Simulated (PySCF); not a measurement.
A structure optimised at PBE-D3(BJ)/def2-SVP, used in a PySCF frequency run:

```
Ga
O 1 1.7899
H 2 0.9769 1 110.95
Br 1 2.2777 2 117.46 3 180.00
Br 1 2.2941 2 120.86 3 0.00
```

Problem. Write its SMILES, formula and point group.

Solution. [OH][Ga]([Br])[Br], Br₂GaHO, Cs

Problem. What are its rotational constants (standard atomic weights)?

Solution. 3.0386, 0.79267, 0.62867 GHz
